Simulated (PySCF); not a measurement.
C2HBr2Cl.

```xyz
6

Cl     1.3709     2.4373     0.0000
C      1.3843     0.7131     0.0000
C      0.2834    -0.0513     0.0000
Br    -1.4705     0.6346     0.0000
Br     0.4508    -1.9394     0.0000
H      2.3777     0.2619     0.0000
```

Geometry optimised at B3LYP-D3(BJ)/def2-SVP.

The numbers are results of PBE/pcSseg-1 (PySCF), not measurements. Non-relativistic, no solvent.

Problem. Give the absolute GIAO shielding of each atom: isotropic value and principal components (ppm). (Estimate from the structure and the level; the computed values follow.)

Solution. 
```csv
atom,σ(iso),σ11,σ22,σ33,span
Cl1,624.8,405.1,607.7,861.5,456.4
C2,47.0,-44.7,83.9,101.9,146.6
C3,36.3,-31.2,54.6,85.6,116.9
Br4,1669.0,1106.1,1307.2,2593.8,1487.7
Br5,1611.9,977.0,1088.2,2770.4,1793.4
H6,24.8,18.8,26.2,29.2,10.4
```
